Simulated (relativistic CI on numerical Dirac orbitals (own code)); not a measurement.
**Zr⁴⁺: from the plainest model towards the measured levels**

Calculated with a relativistic CI code on KLI orbitals (one set per configuration, finite nucleus), adding one ingredient at a time: step 1, Dirac-Coulomb, each configuration alone; step 2, with Breit and QED terms; step 3, with configuration mixing; step 4, with scaled Slater integrals (0.85); step 5, with a P86 correlation estimate; step 6, tied to the ionisation limit. P86 is a density functional for the correlation energy, evaluated here for each configuration and added to its levels. Step 6 is semi-empirical: configurations made of the next ion and one excited electron move by -172 cm⁻¹, so that their limit matches the tabulated ionisation energy, and those with a non-penetrating f or g electron also take the P86 value of the least penetrating other one.

Configuration list (outside the closed core [Ar] 3d10): 4s2 4p6, 4s2 4p5 4d, 4s2 4p5 5s, 4s2 4p5 5p, 4s 4p6 4d, 4s2 4p5 5d, 4s2 4p5 4f, 4s2 4p5 6s, 4s2 4p5 6p, 4s2 4p5 6d, 4s 4p6 4f, 4s2 4p5 5f, 4p6 4d2, 4p5 4d3, 4p5 4d2 5s, 4p5 4d2 5p, 4p5 4d2 5d, 4p5 4d2 4f.

Computed minus measured energy above the ground level, in cm⁻¹, for 19 of the 42 excited levels that pair in every step (one J of a term; a digit in brackets numbers repeated terms):

```
Configuration  Term  J  Measured  Step 1  Step 2  Step 3  Step 4  Step 5  Step 6
   4s2 4p5 4d   3P°  0    241381   -3411   -3649   -3847    -723    1218    1045
   4s2 4p5 4d   3F°  4    251283   -2401   -2732   -3599   -1688     261      89
   4s2 4p5 4d   3D°  3    265846     294     -26    -178   -1057     881     709
   4s2 4p5 5s   3P°  2    325015   -1794   -1820   -1913   -1672    4843    4671
   4s2 4p5 5p    3S  1    371895   -3668   -3783   -3975   -2674    4357    4185
   4s2 4p5 5p    3D  2    376898   -2981   -3061   -3331   -3139    3895    3720
   4s2 4p5 5p    3P  2    382985   -2912   -3037   -3232   -3557    3475    3301
   4s2 4p5 5d   3P°  0    452939   -5402   -5597   -5492   -4920    2269    2097
   4s2 4p5 4f    3G  5    453681     581     347     294     754   12593    9625
   4s2 4p5 5d   3F°  4    455444   -5256   -5472   -5544   -5261    1930    1758
   4s2 4p5 4f    3F  4    458432    1477    1240    1068     722   12561    9593
   4s2 4p5 5d   3D°  3    458524   -5023   -5238   -5297   -5503    1687    1515
   4s2 4p5 4f    3D  1    460477   -8651   -8874  -22262  -18359   -8997  -11106
   4s2 4p5 6s   3P°  2    472338   -6434   -6554   -5864   -5978    2055    1883
   4s2 4p5 6s   1P°  1    473173   -6133   -6254   -5532   -5812    2187    2015
   4s2 4p5 6p    1P  1    494472   -5279   -5430   -4679   -4987    3464    3291
   4s2 4p5 6p    3D  3    494760   -6797   -6956   -6225   -6284    2158    2004
   4s2 4p5 6p    3P  2    496428   -6492   -6650   -5958   -6327    2072    1883
   4s2 4p5 6d   3P°  1    528423   -7245   -7440   -6550   -6560    2479    2307
```

Mean absolute errors in cm⁻¹, over all paired levels and for the configurations:

```tsv
Configuration, levels	Step 1	Step 2	Step 3	Step 4	Step 5	Step 6
all, 42	3651	3781	4091	3794	3614	3175
4s2 4p5 4d, 9	1875	1955	2294	974	968	795
4s2 4p5 5s, 2	1545	1695	1814	1576	4940	4768
4s2 4p5 5p, 8	2673	2802	2942	3186	3850	3676
4s2 4p5 5d, 7	5158	5400	5396	5165	2025	1853
4s2 4p5 4f, 6	2328	2208	4881	4489	10631	8593
4s2 4p5 6s, 4	6089	6334	5616	5812	2199	2027
4s2 4p5 6p, 5	6063	6315	5584	5808	2632	2459
4s2 4p5 6d, 1	7245	7440	6550	6560	2479	2307
```

Measured levels: measured levels as listed in Rauch et al., Astron. Astrophys. 599, A142 (2017).

The mean absolute error is lowest at step 6 (3175 cm⁻¹), and the largest single drop is from step 5 to 6 (3614 to 3175). Mixing lowers the ground level by 709; relative to it the configurations that move most are 4s2 4p5 4f by -2952, 4s2 4p5 6d by +890, 4s2 4p5 6p by +730. The P86 estimate moves 4s2 4p5 4f by +11211, 4s2 4p5 6d by +9039, 4s2 4p5 6p by +8440, and takes the mean absolute error of the excited configurations from 3794 to 3614. Step 6 takes that error from 3614 to 3175.
